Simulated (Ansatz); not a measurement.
Program: Ansatz. Geometries: PBE0-D4/def2-TZVP. ΔE: electronic, gas phase. CCSD(T)/CBS is the MP2 limit (def2-TZVPP, def2-QZVPP) plus CCSD(T) − MP2 in def2-TZVPP, frozen cores. DFT in def2-TZVPP. One conformer a species, not always the lowest.

Consider the isomerisation: `BC([SiH3])B[SiH3]` → `B[SiH](C)B[SiH3]`.

```tsv
level	ΔE (kcal/mol)
ωB97M-V	23.5
HF/def2-TZVPP	17.1
SCS-MP2/def2-TZVPP	23.1
CCSD(T)/def2-TZVPP	21.1
```

Problem. What does CCSD(T)/CBS give? (An estimate is asked.)

Solution. Computed: +21.4 kcal/mol. The listed levels differ from it by 2.1, -4.3, 1.7, -0.3 kcal/mol.

Largest T1 diagnostic among the species: 0.015.

The D4 term adds +1.9 kcal/mol with B3LYP and +0.9 kcal/mol with PBE0; it sums over pairs of atoms, weighted by their polarisabilities, and B3LYP, whose exchange is more repulsive, gets the larger term. In def2-TZVPP, CCSD(T) changes the Hartree–Fock value by +4.0 kcal/mol (the triples alone add +0.9 kcal/mol) and MP2 by +7.9 kcal/mol.

B3LYP here is the variant with VWN-RPA as its local correlation; programs differ in this.
